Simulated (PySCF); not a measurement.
AlF2H4NO2Si, SMILES [OH][Al]([OH])[NH][SiH](F)F.

The structure is a stationary point at B3LYP-D3(BJ)/def2-SVP. The structure was generated by enumeration; whether it is a known compound was not checked. The values are those of a single conformer.

The numbers are results of B3LYP/def2-TZVP in PySCF, not measurements.

Isolated molecule, no solvent.

| Quantity | Value |
|---|---|
| total energy | -939.80031 hartree |
| point group | Cs |
| highest occupied level | -8.20 eV |
| lowest empty level | -0.97 eV |
| orbital gap | 7.23 eV |
| dipole moment | 3.35 D |
| quadrupole, principal values (traceless, Buckingham form, about the centre of nuclear charge) | -8.34, -3.00, 11.34 D·Å |
| mean static polarisability | 56.3 bohr³ (8.34 Å³) |
| polarisability, principal values | 47.4, 55.6, 65.9 bohr³ |
